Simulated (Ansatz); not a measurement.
Reaction (cleavage of the B–Al bond): `O[BH][AlH][F]` + `[SiH3]N[SiH3]` → `OBN([SiH3])[SiH3]` + `[F][AlH2]`

Computed with Ansatz on PBE0-D4/def2-TZVP structures; ΔE is electronic, products minus reactants. CCSD(T)/CBS adds triple-zeta CCSD(T) − MP2 to the extrapolated MP2 energy (def2 sets, frozen cores). This one scheme is used for every species. DFT in def2-TZVPP. B3LYP here is the variant with VWN-RPA as its local correlation; programs differ in this. Each species was taken in one conformer, which may not be the lowest.

```
             level  ΔE (eV)
             B3LYP    -1.47
SCS-MP2/def2-QZVPP    -1.62
```

Question: What does CCSD(T)/CBS give? (Estimate.)

Answer: Computed: -1.57 eV. The listed levels differ from it by 0.10, -0.05 eV.

Largest T1 diagnostic among the species: 0.014.

From PBE to PBE0 (25 % exact exchange), in def2-TZVPP and without D4, ΔE moves by −0.06 eV. The D4 term adds −0.09 eV with B3LYP and −0.05 eV with PBE0; it sums over pairs of atoms, weighted by their polarisabilities, and B3LYP, whose exchange is more repulsive, gets the larger term.
